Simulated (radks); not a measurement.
Initial-state core-level shifts of the vanadium ion V2+ when its valence configuration changes from [Ar] 3d3. All-electron calculation, Dirac Kohn-Sham, PBE, spin-unpolarised, spherical densities, finite nucleus; open shells fill j = l - 1/2 first; Fermi nuclear charge, rms radius 3.6002 fm. Program: a radial shooting solver on a logarithmic mesh with Libxc functionals. Shifts are changes of the shell-averaged eigenvalues in eV (positive: less bound); the change of the density at the nucleus, which sets a Mossbauer isomer shift, is in e/bohr^3, on a base of 9882.

| valence | 1s | 2s | 2p | 3s | density at nucleus |
|---|---|---|---|---|---|
| 3d1 4p2 | -16.902 | -19.150 | -18.953 | -15.794 | +4.5662 |
| 3d2 4p1 | -7.904 | -8.898 | -8.807 | -7.584 | +1.9224 |
| 3d2 4s1 | -6.754 | -7.760 | -7.674 | -6.443 | +8.8751 |
| 3d1 4s2 | -14.726 | -16.963 | -16.780 | -13.651 | +20.2311 |
| 3d2.5 4s0.5 | -3.215 | -3.689 | -3.647 | -3.109 | +4.1477 |
| 3d1.5 4s1.5 | -10.596 | -12.191 | -12.057 | -9.967 | +14.2201 |
| 3d1 4s1 4p1 | -15.826 | -18.068 | -17.878 | -14.734 | +12.4963 |
| 4p3 | -26.893 | -30.620 | -30.308 | -24.434 | +7.8636 |
| 3d0.5 4s2 4p0.5 | -19.669 | -22.606 | -22.367 | -18.000 | +22.8926 |
